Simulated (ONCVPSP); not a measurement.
What one change does to a pseudopotential (tin, ONCV)

Sn, optimised norm-conserving Vanderbilt (ONCV), made with ONCVPSP 4.0.1 (PBE, fully relativistic). Core [Ar] 3d10, reference 4s2 4p6 4d10 5s2 5p2. Waves: 4s+5s: rc 1.55 bohr, ncon 3, nbas 7, qcut 9.8 1/bohr, 2 projectors; 4p+5p: rc 1.75 bohr, ncon 4, nbas 7, qcut 6.4 1/bohr, 2 projectors; 4d: rc 1.45 bohr, ncon 4, nbas 9, qcut 9.1 1/bohr, 2 projectors, debl 2.6 Ha. Local part: polynomial inside 0.95 bohr (lpopt 5, dvloc0 2 Ha). Core correction: Teter function, fcfact 2.75, rcfact 1.2.

Open shells are filled in proportion to 2j + 1.

Change: s: qcut 11.1.

Cutoffs: the cutoffs (Ha) at which the residual kinetic energy of the hardest occupied pseudo-wave falls to 1 and 0.1 mHa per electron; they do not see the model core or the augmentation charge, which bear on the density cutoff. Errors are all-electron minus pseudo energies relative to the spin-unpolarised reference configuration.

Question: What does the change do?

Answer: The potential gets neither clearly harder nor softer (35 Ha and 43 Ha → 35 Ha and 43 Ha); both files keep a bound ghost (p); the errors of the 4 common tests hardly move.

| quantity | base | changed |
| --- | --- | --- |
| cutoff, loose | 35 Ha | 35 Ha |
| cutoff, tight | 43 Ha | 43 Ha |
| loose cutoff by channel | s 29 Ha, p 20 Ha, d 35 Ha | s 35 Ha, p 20 Ha, d 35 Ha |
| bound ghosts | p3/2 | p3/2 |
| GHOST(+) flags under 300 eV | s at 226.4 eV | s at 247.8 eV |
| error for 4s2 4p6 4d10 5s2 5p1, meV [ΔE 6.89 eV] | +0.3 | +0.3 |
| error for 4s2 4p6 4d10 5s2 5p0, meV [ΔE 20.86 eV] | +0.6 | +0.6 |
| error for 4s2 4p6 4d10 5s1 5p0, meV [ΔE 51.83 eV] | -1.9 | -1.6 |
| error for 4s2 4p6 4d10 5s2 5p1.5, meV [ΔE 2.62 eV] | +0.2 | +0.1 |
| s: phases at 1.57 bohr within 0.05 rad from the reference energy up to (Ha; the scan ends near 5) | to the end of the scan | to the end of the scan |
| p3/2: phases at 1.78 bohr within 0.05 rad from the reference energy up to (Ha; the scan ends near 5) | to the end of the scan | to the end of the scan |
| p1/2: phases at 1.78 bohr within 0.05 rad from the reference energy up to (Ha; the scan ends near 5) | to the end of the scan | to the end of the scan |
| d5/2: phases at 1.47 bohr within 0.05 rad from the reference energy up to (Ha; the scan ends near 5) | to the end of the scan | to the end of the scan |
| d3/2: phases at 1.47 bohr within 0.05 rad from the reference energy up to (Ha; the scan ends near 5) | to the end of the scan | to the end of the scan |
| rms error of d²Exc/dni dnj with the model core, mHa | 4.75 | 4.81 |

 A true bound ghost makes a file unfit for plane-wave use even where its test errors are small: the radial tests pick states by their node count and pass the ghost by.
